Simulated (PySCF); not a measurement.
**Polarisability and C₆ of Cl³⁺ (chlorine, charge +3)**

[Ne] 3s2 3p2, high-spin 3P determinant. Calculation: PySCF 2.14, in dyall-av3z (19s12p3d2f, 84 functions); the non-relativistic Hamiltonian (point nucleus). Coupled (time-dependent) response in atomic units; α is the mean over directions.

```
 method  mean α (bohr³)         α xx, yy, zz  C₆ (like pair)  S(−4)
    UHF           4.482  4.791, 4.327, 4.327           12.25  8.416
    PBE           4.323  4.605, 4.182, 4.182           11.71  7.183
   PBE0           4.348  4.642, 4.201, 4.201           11.80  7.346
LC-wPBE           4.341  4.631, 4.196, 4.196           11.75  7.395
   MN15           4.396  4.623, 4.283, 4.283           11.41  8.803
```

S(−4) is the Cauchy moment in α(ω) = α(0) + S(−4) ω² + …

α(iu) at UHF:

| u (hartree) | α(iu) (bohr³) |
| --- | --- |
| 0 | 4.482 |
| 0.0500 | 4.461 |
| 0.100 | 4.400 |
| 0.200 | 4.181 |
| 0.300 | 3.876 |
| 0.500 | 3.186 |
| 0.750 | 2.403 |
| 1.00 | 1.807 |
| 1.50 | 1.077 |
| 2.00 | 0.6999 |
| 3.00 | 0.3624 |
| 5.00 | 0.1540 |

For an ion, C₆ is the dispersion term alone; charge-induced terms of lower order in 1/R come first.

The components differ because the open shell of this determinant is not spherical; for a pure term their mean is the scalar polarisability.
